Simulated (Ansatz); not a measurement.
CH2FSiZn: where a starting geometry ends

The starting geometry of this gas-phase doublet was optimised with GFN2-xTB.

```yaml
atoms:
  - { symbol: C, position_ang: [0.4604, -2.6347, -0.4303] }
  - { symbol: F, position_ang: [-1.9898, -1.6838, -1.1909] }
  - { symbol: Si, position_ang: [-0.6622, -1.2213, -0.3086] }
  - { symbol: Zn, position_ang: [0.1674, -0.0087, -2.1960] }
  - { symbol: H, position_ang: [1.4337, -2.5600, 0.0375] }
  - { symbol: H, position_ang: [0.0600, -3.6381, -0.3512] }
```

Task: Where would you expect an optimisation with r2SCAN-D4/def2-SVP to take it?

Result: It rearranges, giving a structure given below by its coordinates. Contacts that open: Si3–Zn4 (2.39 → 3.20 Å). Contacts that close: C1–Zn4 (3.18 → 2.04 Å).

The energy falls by 0.48 eV over 17 steps:

| step | E − E(last) (eV) |
| --- | --- |
| 1 | 0.477 |
| 3 | 0.314 |
| 5 | 0.262 |
| 6 | 0.229 |
| 8 | 0.149 |
| 10 | 0.071 |
| 12 | 0.025 |
| 13 | 0.004 |
| 15 | 0.000 |
| 17 | 0.000 |

Final geometry (Å):

```xyz
6

C     0.3697   -2.1364   -0.5703
F    -2.2820   -1.9258   -0.8731
Si   -1.1303   -1.3403    0.1609
Zn    1.0193   -1.0890   -2.1898
H     1.2679   -2.1265    0.0743
H     0.2249   -3.1288   -1.0414
```

Frequencies at the end are all real (lowest 61 cm⁻¹). Open shells are spin-unrestricted. Run with Ansatz 0.2.0, 100 s on 2 threads of Intel(R) Xeon(R) Processor @ 2.70GHz (shared host).
